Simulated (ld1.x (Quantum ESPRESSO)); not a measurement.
**u(r) = r·R(r): atom against pseudo-atom (antimony)**

Columns: radius, all-electron u(r) and pseudo u(r) of the 5s shell (level -24.93 eV) of antimony in the configuration [Kr] 4d10 5s2 5p1.5; PBE, scalar-relativistic, TM semilocal scheme, ld1.x (Quantum ESPRESSO) 7.5.

| r (bohr) | all-electron | pseudo |
| --- | --- | --- |
| 0.115 | -0.1042 | 0.0470 |
| 0.230 | 0.2541 | 0.0915 |
| 0.345 | 0.0937 | 0.1315 |
| 0.460 | -0.2158 | 0.1658 |
| 0.575 | -0.3837 | 0.1949 |
| 0.690 | -0.3719 | 0.2218 |
| 0.805 | -0.2372 | 0.2514 |
| 0.920 | -0.0459 | 0.2903 |
| 1.035 | 0.1547 | 0.3451 |
| 1.150 | 0.3377 | 0.4203 |
| 1.265 | 0.4904 | 0.5137 |
| 1.380 | 0.6092 | 0.6120 |
| 1.495 | 0.6952 | 0.6952 |
| 1.610 | 0.7520 | 0.7520 |
| 1.725 | 0.7839 | 0.7839 |
| 1.840 | 0.7953 | 0.7953 |
| 1.955 | 0.7904 | 0.7904 |
| 2.070 | 0.7728 | 0.7728 |
| 2.185 | 0.7457 | 0.7457 |
| 2.300 | 0.7115 | 0.7115 |
| 2.415 | 0.6727 | 0.6727 |
| 2.530 | 0.6309 | 0.6309 |
| 2.645 | 0.5876 | 0.5876 |
| 2.760 | 0.5441 | 0.5441 |
| 2.875 | 0.5011 | 0.5011 |
| 2.990 | 0.4594 | 0.4594 |

Q: How many radial nodes do the two functions have?

A: The all-electron 5s function has n − l − 1 = 4 (the table is too coarse to show those close to the nucleus); the pseudo-wave has 0, since the states of the same l below it are removed with the core.

Q: At about which radius was the pseudo-wave matched?

A: 1.55 bohr, where the columns begin to agree (steps of 0.12 bohr).

Q: Where does each function peak?

A: Outermost all-electron maximum near 1.84 bohr, pseudo maximum near 1.84 bohr (to the table’s step).

Q: Is the pseudo-wave norm-conserving?

A: Yes: the TM semilocal scheme keeps the norm inside the radius equal to the all-electron one, which fixes the energy derivative of the logarithmic derivative at the level.
